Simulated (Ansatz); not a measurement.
`B[SiH](F)Cl` → `BCl` + `F[SiH]` at 700 K and 1 bar (silylene formation by 1,1-elimination).

Calculated with Ansatz (gas phase, PBE0-D4/def2-TZVP geometries, no zero-point term in ΔE). CCSD(T)/CBS adds triple-zeta CCSD(T) − MP2 to the extrapolated MP2 energy (def2 sets, frozen cores). This one scheme is used for every species.

| species | CCSD(T)/CBS energy (Eh) | H − E (kJ/mol) | S (J/(mol·K)) |
| --- | --- | --- | --- |
| `B[SiH](F)Cl` | -875.32432 | 149.6 | 413.6 |
| `BCl` | -485.78909 | 86.3 | 276.7 |
| `F[SiH]` | -389.46371 | 50.0 | 276.0 |

H − E and S are ideal-gas, rigid-rotor, harmonic terms from PBE0-D4/def2-TZVP, for one conformer and one mirror image of each species. 1 Eh = 2625.50 kJ/mol, R = 8.31446 J/(mol·K).

**Question.** By hand: ΔE, ΔH, ΔS and ΔG.

**Answer.** ΔE = (-485.78909) + (-389.46371) − (-875.32432) = 0.07152 Eh = 187.8 kJ/mol. Δ(H − E) = 86.3 + 50.0 − 149.6 = -13.3, so ΔH = 174.5 kJ/mol. ΔS = 276.7 + 276.0 − 413.6 = 139.1 J/(mol·K). ΔG = 174.5 − 700 × (139.1)/1000 = 77.1 kJ/mol.

**Question.** By hand: the equilibrium constant, and the temperature at which ΔG would vanish if ΔH and ΔS stayed fixed.

**Answer.** log₁₀ K = −ΔG/(RT ln 10) = -5.8. ΔG = 0 at ΔH/ΔS = 1254 K.

The number of gas molecules changes by +1, which sets the sign of ΔS. A doubt of 5 kJ/mol in ΔE shifts log₁₀ K by 0.4 here. Other conformers and mirror images would add mixing entropy, several J/(mol·K) or more a flexible species. These are equilibria of isolated gas molecules and say nothing of rates. Largest T1 diagnostic: 0.015 (customary marks: 0.02 for closed shells, 0.045 for open ones).
